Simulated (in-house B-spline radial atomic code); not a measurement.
# RPA and G0W0 on LDA exchange-only: the zirconium ion Zr⁷⁺

Configuration [Ar] 3d10 4s2 4p3, highest spin, mean-field start LDA exchange-only. Computed with an all-electron radial atomic-structure program (B-spline basis): all electrons, non-relativistic, point nucleus, each spin shell either full or empty, empty states to l = 9 with an (l + 1/2)⁻⁴ tail; G0W0 by contour deformation at full frequency.

Without relativity these are model numbers: it shifts the levels of so heavy an element strongly and can reorder them.

Command:
```bash
python run_gw.py task.json out
```
Settings (radii: box in bohr, nucleus in fm):
```
Z                        40
electrons                33
configuration            [Ar] 3d10 4s2 4p3
hamiltonian              nr
method                   lda,
lmax                     9
spin_polarised           True
box_radius               8.41
intervals                50
```

Time taken, with all properties: 4 s on 1 thread of Intel(R) Xeon(R) Platinum 8375C CPU @ 2.90GHz, with other jobs on the host.

Energies (hartree):

```csv
term,value
mean-field total,-3519.94575
Hartree-Fock functional on these orbitals,-3525.77830
direct second order,-2.795
second-order exchange,0.81858
SOSEX correction,0.76183
```

Task: What is the RPA correlation energy, and what remains with SOSEX?

Result: RPA gives -2.4865 hartree (-2.05 eV per electron); RPA + SOSEX gives -1.7247, and the second-order doubles -1.9764 hartree (no singles). RPA lacks exchange-type terms and so overcorrelates at short range.

Quasi-particle levels (eV):

```json
{"level": "4p up", "occupied": "yes", "mean field": "-124.11", "Σx - vxc": "-10.22", "Σc": "?", "QP weight": "?", "G0W0": "?"}
{"level": "4s down", "occupied": "yes", "mean field": "-140.84", "Σx - vxc": "-7.46", "Σc": "-3.20", "QP weight": "0.963", "G0W0": "-151.50"}
{"level": "3d down", "occupied": "yes", "mean field": "-280.20", "Σx - vxc": "-29.06", "Σc": "5.71", "QP weight": "0.932", "G0W0": "-303.55"}
{"level": "4p down", "occupied": "no", "mean field": "-118.71", "Σx - vxc": "8.60", "Σc": "-3.09", "QP weight": "0.960", "G0W0": "-113.19"}
```

G0W0 = mean field + (Σx - vxc) + Σc, with Σc (partial-wave tail included) taken at the quasi-particle energy. Only the outer levels were computed. Levels of low weight are left out.

Task: Where does G0W0 put 4p up?

Result: At -134.78 eV, with Σc = -0.45 eV and a quasi-particle weight of 0.957. The tabulated removal energy is 133.7 ± 0.5 eV (NIST, semi-empirical); the calculation leaves out relativity, Breit and QED terms, and what these don't explain is the method's own error.
